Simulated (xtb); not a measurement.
CH7FN2Si, SMILES CN[Si@H](N)F. All values are semi-empirical tight-binding results from xtb (GFN2-xTB unless named), good for trends rather than for accurate numbers. Geometry: GFN2-xTB. The structure was generated by enumeration; whether it is a known compound was not checked. One conformer was computed; it need not be the lowest.

Optimised geometry:

Bond lengths (Å): C1–N2 1.441, C1–H6 1.088, C1–H7 1.097, C1–H8 1.092, N2–Si3 1.708, N2–H9 1.008, Si3–N4 1.722, Si3–F5 1.609, Si3–H10 1.457, N4–H11 1.007, N4–H12 1.006. Bond angles (°): N2–C1–H6 108.9, N2–C1–H7 112.6, N2–C1–H8 110.3, H6–C1–H7 108.2, H6–C1–H8 108.5, H7–C1–H8 108.3, C1–N2–Si3 124.8, C1–N2–H9 112.2, Si3–N2–H9 117.5, N2–Si3–N4 115.0, N2–Si3–F5 105.2, N2–Si3–H10 108.5, N4–Si3–F5 103.4, N4–Si3–H10 117.0, F5–Si3–H10 106.7, Si3–N4–H11 119.1, Si3–N4–H12 120.1, H11–N4–H12 110.3.

Task: Estimate the properties. (Estimate from the structure and the level; the computed values follow.)

Result: 
| Item | Value |
|---|---|
| orbital gap | 6.06 eV |
| dipole moment | 3.01 D |
| zero-point energy | 56.3 kcal/mol |
| G − E(el) at 298.15 K (modified RRHO) | 36.3 kcal/mol |
| static polarisability (D4 model) | 65.3 bohr³ |
| solvation energy, GFN2-xTB/ALPB(water) | -4.2 kcal/mol |
| solvation energy, GFN2-xTB/ALPB(toluene) | -3.4 kcal/mol |

Task: Give the atomic charges and the Wiberg bond orders between heavy atoms. (An estimate is asked for; the answer gives what the named calculation found.)

Result: charges (e) C1 -0.03, N2 -0.32, Si3 0.56, N4 -0.39, F5 -0.30, H6 0.03, H7 0.02, H8 0.04, H9 0.15, H10 -0.07, H11 0.16, H12 0.15. Bond orders C1–N2 1.05, N2–Si3 1.11, Si3–N4 1.15, Si3–F5 1.03.
